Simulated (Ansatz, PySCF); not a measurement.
methyl (Z)-2,3-difluoroprop-2-enoate (C4H4F2O2), SMILES COC(=O)/C(F)=C/F. Atoms are numbered in the order given.

```xyz
12

C     -2.8331     0.4909    -0.6438
O     -1.5973    -0.2169    -0.5303
C     -0.5789     0.4686    -0.0038
O     -0.6394     1.6171     0.3709
C      0.6552    -0.3563     0.0693
F      0.5981    -1.6107    -0.3750
C      1.7843     0.1636     0.5707
F      2.9057    -0.5350     0.6543
H     -3.1834     0.8205     0.3457
H     -2.7150     1.3769    -1.2853
H     -3.5461    -0.2130    -1.0887
H      1.8349     1.1906     0.9353
```

Geometry: B3LYP-D3(BJ)/def2-SVP. The values are those of a single conformer.

Two levels are set side by side: PBE-D3(BJ)/def2-SVP (Ansatz, a first-principles code) and B3LYP-D3(BJ)/def2-SVP (Ansatz). Each level has its own optimised geometry; the coordinates shown are those of the second. Frequencies come from the Hessian of PySCF at each geometry. Differences are taken from unrounded values.

| quantity | B3LYP-D3(BJ) |
|---|---|
| mean bond length (Å) | 1.259 |
| bond C1–O2 (Å) | 1.429 |
| bond O2–C3 (Å) | 1.336 |
| bond C3–O4 (Å) | 1.210 |
| bond C3–C5 (Å) | 1.486 |
| bond C5–F6 (Å) | 1.332 |
| bond C5–C7 (Å) | 1.340 |
| bond C7–F8 (Å) | 1.324 |
| bond C1–H9 (Å) | 1.100 |
| bond C1–H10 (Å) | 1.100 |
| bond C1–H11 (Å) | 1.096 |
| bond C7–H12 (Å) | 1.091 |
| highest harmonic wavenumber (cm⁻¹) | 3243 |
| mean harmonic wavenumber (cm⁻¹) | 1174 |
| zero-point energy (kcal/mol) | 50.36 |

Problem. What does PBE-D3(BJ) give, and how far is it from B3LYP-D3(BJ)? (Estimate from the structure and the level; the computed values follow.)

Solution. 
```json
[
 {"quantity": "mean bond length (Å)", "PBE-D3(BJ)": "1.267", "PBE-D3(BJ) minus B3LYP-D3(BJ)": "0.008"},
 {"quantity": "bond C1–O2 (Å)", "PBE-D3(BJ)": "1.433", "PBE-D3(BJ) minus B3LYP-D3(BJ)": "0.005"},
 {"quantity": "bond O2–C3 (Å)", "PBE-D3(BJ)": "1.350", "PBE-D3(BJ) minus B3LYP-D3(BJ)": "0.014"},
 {"quantity": "bond C3–O4 (Å)", "PBE-D3(BJ)": "1.220", "PBE-D3(BJ) minus B3LYP-D3(BJ)": "0.011"},
 {"quantity": "bond C3–C5 (Å)", "PBE-D3(BJ)": "1.487", "PBE-D3(BJ) minus B3LYP-D3(BJ)": "0.001"},
 {"quantity": "bond C5–F6 (Å)", "PBE-D3(BJ)": "1.338", "PBE-D3(BJ) minus B3LYP-D3(BJ)": "0.006"},
 {"quantity": "bond C5–C7 (Å)", "PBE-D3(BJ)": "1.353", "PBE-D3(BJ) minus B3LYP-D3(BJ)": "0.012"},
 {"quantity": "bond C7–F8 (Å)", "PBE-D3(BJ)": "1.330", "PBE-D3(BJ) minus B3LYP-D3(BJ)": "0.006"},
 {"quantity": "bond C1–H9 (Å)", "PBE-D3(BJ)": "1.109", "PBE-D3(BJ) minus B3LYP-D3(BJ)": "0.008"},
 {"quantity": "bond C1–H10 (Å)", "PBE-D3(BJ)": "1.109", "PBE-D3(BJ) minus B3LYP-D3(BJ)": "0.008"},
 {"quantity": "bond C1–H11 (Å)", "PBE-D3(BJ)": "1.104", "PBE-D3(BJ) minus B3LYP-D3(BJ)": "0.008"},
 {"quantity": "bond C7–H12 (Å)", "PBE-D3(BJ)": "1.100", "PBE-D3(BJ) minus B3LYP-D3(BJ)": "0.009"},
 {"quantity": "highest harmonic wavenumber (cm⁻¹)", "PBE-D3(BJ)": "3163", "PBE-D3(BJ) minus B3LYP-D3(BJ)": "-80"},
 {"quantity": "mean harmonic wavenumber (cm⁻¹)", "PBE-D3(BJ)": "1138", "PBE-D3(BJ) minus B3LYP-D3(BJ)": "-36"},
 {"quantity": "zero-point energy (kcal/mol)", "PBE-D3(BJ)": "48.81", "PBE-D3(BJ) minus B3LYP-D3(BJ)": "-1.55"}
]
```

GGA bonds tend to be longer and softer than those of functionals with exact exchange. Differences between two approximate levels are no errors against the true value.
